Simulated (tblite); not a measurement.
Species: C5H11O2 (doublet state).
SMILES with atom numbers: `[CH3:1][CH2:2][O:3][CH:4][O:5][CH2:6][CH3:7]` (hydrogens: H8, H9, H10 on C1; H11, H12 on C2; H13 on C4; H14, H15 on C6; H16, H17, H18 on C7)

A start from a force field or distance geometry was refined with tblite 0.8.0, GFN2-xTB geometry optimisation, gas phase. Values at the start:

```json
{"coordinate": "C1–C2", "start": "1.531 Å"}
{"coordinate": "C1–H8", "start": "1.087 Å"}
{"coordinate": "C2–O3", "start": "1.438 Å"}
{"coordinate": "C2–H11", "start": "1.092 Å"}
{"coordinate": "O3–C4", "start": "1.373 Å"}
{"coordinate": "C4–O5", "start": "1.345 Å"}
{"coordinate": "C4–H13", "start": "1.095 Å"}
{"coordinate": "C1–C2–O3", "start": "107.0°"}
{"coordinate": "C2–O3–C4", "start": "111.6°"}
{"coordinate": "O3–C4–O5", "start": "125.8°"}
{"coordinate": "C1–C2–O3–C4", "start": "180°"}
{"coordinate": "C2–O3–C4–O5", "start": "0°"}
{"coordinate": "O3–C4–O5–C6", "start": "180°"}
{"coordinate": "C4–O5–C6–C7", "start": "180°"}
```

Problem. How do these coordinates change at the GFN2-xTB level?

Solution. 
```
 coordinate  GFN2-xTB (Å or °)  change
      C4–O5              1.381  +0.036
      C2–O3              1.414  -0.024
      C1–C2              1.520  -0.011
     C4–H13              1.086  -0.009
      O3–C4              1.365  -0.008
     C2–H11              1.099  +0.007
      C1–H8              1.087   0.000
   O3–C4–O5              116.0    -9.8
   C2–O3–C4              116.4    +4.8
   C1–C2–O3              108.3    +1.3
C2–O3–C4–O5                 21     +21
O3–C4–O5–C6                170     -10
C1–C2–O3–C4                171      -9
C4–O5–C6–C7                177      -3
```

The energy falls by 0.208 eV over 125 L-BFGS steps, the largest force on an atom goes from 2.48 to 0.009 eV/Å, and the atoms move by 0.145 Å rms after alignment. The bond that changes most is C4–O5 (ends: carbon bonded to 2 O and H; oxygen bonded to 2 C), which lengthens by 0.036 Å. Bonds longer at the end by more than 0.005 Å: 5 of 17; shorter: 7. Among the dihedrals that turn most is H13–C4–O5–C6, from 0° to 34°. Rotational constants go from 8289, 1034, 940.8 to 7559, 1082, 971.5 MHz.

Its GFN2-xTB frequencies are all real (lowest 43 cm⁻¹). 3 starts were optimised and ended at 0.00, 0.00 and 1.38 kcal/mol (GFN2-xTB); the lowest of these is shown.

One conformer stands for the species.

The numbers are calculated, not measured.
